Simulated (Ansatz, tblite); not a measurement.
Cost and result up the ladder for B(CH2SiH3)3 (C3H15BSi3) (22 atoms). Charge 0, multiplicity 1. Geometry: PBE-D4/def2-SVP.

Cartesian coordinates in Å:
```
B -0.085 0.249 -0.195
C 1.435 0.297 -0.605
Si 2.423 -1.104 0.219
H 1.560 0.099 -1.693
H 1.939 1.256 -0.363
H 2.283 -1.077 1.717
H 1.932 -2.441 -0.271
H 3.886 -0.985 -0.117
C -1.017 -0.871 -0.786
Si -1.817 -0.206 -2.378
H -0.483 -1.800 -1.079
H -1.862 -1.135 -0.114
H -2.620 1.036 -2.091
H -0.761 0.141 -3.394
H -2.736 -1.234 -2.983
C -0.692 1.307 0.798
Si -0.398 0.791 2.606
H -0.232 2.314 0.701
H -1.794 1.405 0.693
H -0.803 -0.643 2.828
H 1.052 0.940 2.976
H -1.212 1.659 3.531
```

Ansatz on 2 threads of AMD EPYC 7R13 on a shared host and a share (18 GiB) of an NVIDIA H100 80GB HBM3; xTB runs through tblite on one thread. Times are rough, summed over both states, and most runs start from the orbitals of an earlier one. PBE0-D4/def2-TZVP serves as the yardstick here, not as an exact answer. The other state is a triplet.

The xTB rows come from tblite.

xTB has no spin-polarisation term.

```
                          level  functions  vertical triplet (eV)  difference from PBE0-D4/def2-TZVP (eV)
               PBE-D4/def2-TZVP        325                   5.08                                   -0.47
                       GFN1-xTB         73                   4.97                                   -0.58
            r2SCAN-D4/def2-TZVP        325                   5.27                                   -0.28
                       GFN2-xTB         58                   4.69                                   -0.87
PBE0-D4/def2-TZVP (with forces)        325                   5.55                                    0.00
```

(1) Estimate how long each takes.

Results:

(1) GFN2-xTB 0.036 s; GFN1-xTB 0.05 s; PBE-D4/def2-TZVP 12 s; r2SCAN-D4/def2-TZVP 15 s; PBE0-D4/def2-TZVP (with forces) 19 s. On shared hardware such times vary by a factor of up to 3.
